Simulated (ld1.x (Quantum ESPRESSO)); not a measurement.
# Which change was made? (B, RRKJ)

* Element: B (Z = 5)
* Generator: ld1.x (Quantum ESPRESSO) 7.5
* Type: norm-conserving RRKJ (Kleinman–Bylander form)
* Functional: PBE
* Relativity: scalar-relativistic
* Frozen core: [He]
* Valence charge: 3
* Reference configuration: 2s2 2p1
* Partial waves: 2s (bound): rc 1.60 bohr; 2p (bound): rc 3.35 bohr; 3d channel at 0.1 Ry: rc 2.65 bohr
* Local potential: all-electron potential smoothed inside 1.40 bohr (lloc = -1)
* Core correction: Bessel-smoothed model core, default radius (core density twice the valence density)
* rho0: 0.02

Cutoffs, loose and tight: the cutoffs (Ry, on a coarse ladder) from which the occupation-weighted sum of valence levels, in a spherical-Bessel basis at the reference potential, stays within 10 and 1 mRy of its value at 400 Ry. They do not see the model core or the augmentation charge, which bear on the density cutoff. Test errors are all-electron minus pseudo excitation energies from the reference, over the configurations 2s2 2p0; 2s1 2p0; 2s2 2p0.5; 2s1 2p2; 2s2 2p1.3; 2s1 2p1; 2s0 2p3; variants that change the core or the reference have their own tests.

The base gives: outcome: generated; cutoff, loose: 21 Ry; cutoff, tight: 40 Ry; bound ghosts: none; largest test error (meV): +499.

**Question.** After one change the result is: outcome: generated, overlap not positive; bound ghosts: not determined (overlap not positive); largest test error (meV): -9.6. Which change was it?
A. type ultrasoft; waves now 2s (bound): rcut 1.40, rcutus 1.60 bohr; 2s channel at -0.3 Ry: rcut 1.40, rcutus 1.60 bohr; 2p (bound): rcut 2.90, rcutus 3.35 bohr; 2p channel at 0.1 Ry: rcut 2.90, rcutus 3.35 bohr; 3d channel at 0.1 Ry: rcut 2.30, rcutus 2.65 bohr; local potential all-electron potential smoothed inside 1.25 bohr (lloc = -1); augmentation PSQ, radius 1.35 bohr; rho0 0
B. reference 2s1.5 2p1.5
C. all radii but the core radius scaled by about 0.94 (s 1.50, p 3.16, d 2.50 bohr); local potential all-electron potential smoothed inside 1.32 bohr (lloc = -1)

**Answer.** A. The others give: reference 2s1.5 2p1.5 → outcome: generated; cutoff, loose: 18 Ry; cutoff, tight: 50 Ry; bound ghosts: none; largest test error (meV): +713 | all radii but the core radius scaled by about 0.94 (s 1.50, p 3.16, d 2.50 bohr); local potential all-electron potential smoothed inside 1.32 bohr (lloc = -1) → outcome: generated; cutoff, loose: 21 Ry; cutoff, tight: 50 Ry; bound ghosts: none; largest test error (meV): +385. A file whose overlap is not positive is unfit for use, and its test errors describe a broken file.
